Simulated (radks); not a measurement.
Valence configurations of Nb3+ (all share [Kr]). Method: scalar-relativistic Kohn-Sham, r2SCAN, spin-polarised, spherical densities, finite nucleus; open shells are filled with parallel spins first (spin-orbit coupling, left out, can overturn this in heavy ions); meta-GGA in the generalised Kohn-Sham scheme; Fermi nuclear charge, rms radius 4.324 fm; computed with a radial shooting solver on a logarithmic mesh with Libxc functionals. Order these by energy: 5p2; 5s1 5p1; 4d1 5p1; 5s2; 4d0.5 5s1.5; 4d2; 4d1.5 5p0.5; 4d1 5s1; 4d1.5 5s0.5.

Answer. From the lowest, in eV above it: 4d2 0.000; 4d1.5 5s0.5 3.043; 4d1.5 5p0.5 6.014; 4d1 5s1 6.096; 4d0.5 5s1.5 10.475; 4d1 5p1 12.248; 5s2 14.422; 5s1 5p1 19.138; 5p2 25.548. NIST lists [Kr] 4d2 as the ground configuration; this level of theory agrees among the configurations tried. The energies are those of spherical high-spin densities, not of single terms.
